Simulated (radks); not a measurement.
Problem. Species: Ni9+. Configuration: [Ar] 3d1. Method: Dirac Kohn-Sham, PBE, spin-unpolarised, spherical densities, point nucleus; open shells are shared between the two j in proportion to 2j + 1; computed with a radial shooting solver on a logarithmic mesh with Libxc functionals. Some entries of the table are withheld. Estimate them.

| orbital | occ. | eigenvalue (hartree) | <r^2> (bohr^2) |
|---|---|---|---|
| 1s1/2 | 2 | -310.0383 | 0.003937 |
| 2s1/2 | 2 | -44.59446 | 0.07039 |
| 2p1/2 | 2 | (1) | (2) |
| 2p3/2 | 4 | (3) | (4) |
| 3s1/2 | 2 | -11.52972 | (5) |
| 3p1/2 | 2 | -10.07508 | 0.5397 |
| 3p3/2 | 4 | -9.97000 | 0.5497 |
| 3d3/2 | 0.4 | -7.62574 | 0.5303 |
| 3d5/2 | 0.6 | -7.60891 | 0.5330 |
| 4s1/2 | 0 | -4.77879 | (6) |
| 4p1/2 | 0 | -4.28908 | (7) |
| 4p3/2 | 0 | -4.26158 | (8) |

Solution. 
(1) 2p1/2 eigenvalue (hartree): -39.98167
(2) 2p1/2 <r^2> (bohr^2): 0.05558
(3) 2p3/2 eigenvalue (hartree): -39.33930
(4) 2p3/2 <r^2> (bohr^2): 0.05712
(5) 3s1/2 <r^2> (bohr^2): 0.5276
(6) 4s1/2 <r^2> (bohr^2): 2.459
(7) 4p1/2 <r^2> (bohr^2): 2.689
(8) 4p3/2 <r^2> (bohr^2): 2.723
